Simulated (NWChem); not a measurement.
# C$_{2}$H$_{2}$N$_{3}$, doublet; SMILES [c]1ncn[nH]1

Results from NWChem. Spin-unrestricted. Spin-contaminated determinants: UHF/def2-TZVP (<S²> = 0.90). In the optimisation the excess spin sits in a' (Cs, its own frame). Coordinates come from a PBE0/def2-SVP, spin-unrestricted optimisation. No stability test was run on the SCF state.

### Question
Predict the results for UHF/def2-TZVP. Quantities: highest occupied level (eV); lowest empty minus highest occupied level, either spin (eV); dipole (D).

### Answer
```json
{
  "highest occupied level (eV)": "-10.70",
  "lowest empty minus highest occupied level, either spin (eV)": "12.00",
  "dipole (D)": "2.23"
}
```
